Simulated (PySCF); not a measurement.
# Electron correlation in Pb⁺ (lead, charge +1)

[Xe] 4f14 5d10 6s1 6p2, high-spin 4P determinant (an excited configuration). Computed with PySCF 2.14 in ANO-RCC-VTZP, with the spin-free X2C one-electron Hamiltonian (Gaussian nucleus). Frozen: [Xe] 4f14 5d10; 3 electrons correlated.

MP2 pair energies summed by pair of shells (mhartree):

| pair | energy | share (%) |
| --- | --- | --- |
| 6p-6p | -3.29 | 53.1 |
| 6s-6p | -2.90 | 46.9 |

Total MP2 correlation energy: -6.19 mhartree.

Same-spin part -6.19 and opposite-spin part 0.00 mhartree; SCS-MP2 scales them by 1/3 and 6/5 to -2.06 mhartree.

Spin-orbit coupling is strong in this species, so the high-spin LS determinant is a model state.
